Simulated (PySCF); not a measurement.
A calculated (LDA, PySCF 2.14, x2c-TZVPPall with one added diffuse shell each of s, p, d, f type, the spin-free X2C one-electron Hamiltonian (Gaussian nucleus)) atom or ion has these occupied shells.

```csv
shell,electrons,orbital energy (eV),"rms radius, mean of both spins (bohr)"
1s α,1,-44893.9,0.0264
1s β,1,-44893.9,0.0264
2s α,1,-7327.3,0.107
2s β,1,-7327.3,0.107
2p α,3,-6560.7,0.0959
2p β,3,-6560.7,0.0959
3s α,1,-1623.3,0.279
3s β,1,-1622.0,0.279
3p α,3,-1381.6,0.278
3p β,3,-1380.3,0.278
3d α,5,-1044.1,0.256
3d β,5,-1043.1,0.256
4s α,1,-348.48,0.630
4s β,1,-345.25,0.630
4p α,3,-268.70,0.668
4p β,3,-265.48,0.668
4d α,5,-154.69,0.739
4d β,5,-151.52,0.739
5s α,1,-70.120,1.49
5s β,1,-68.392,1.49
5p α,3,-49.803,1.71
5p β,3,-48.470,1.71
4f α,4,-33.294,1.05
```

(1) Name the element and its charge.

## Answers

(1) Pm(3+) (promethium, charge +3), in [Xe] 4f4, one real determinant.
